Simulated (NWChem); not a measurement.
System: C₂H₄BrCl; SMILES Br[C@H](Cl)C

This build's default masses of Se (78.918 u) and Br (79.917 u) are each other's, which moves their modes by up to 0.6 %.

### Question
Give the equilibrium geometry at PBE0/def2-SVP (NWChem) as an XYZ file, with the point group.

### Answer
point group C1; any orientation.
```
8

C     -1.7891    -0.8139    -0.1778
C     -0.4362    -0.5699     0.4380
Cl     0.7284    -1.8170    -0.0606
Br     0.2225     1.2096    -0.0155
H     -1.7257    -0.7825    -1.2743
H     -2.1561    -1.8056     0.1273
H     -2.5020    -0.0483     0.1604
H     -0.4621    -0.5859     1.5336
```
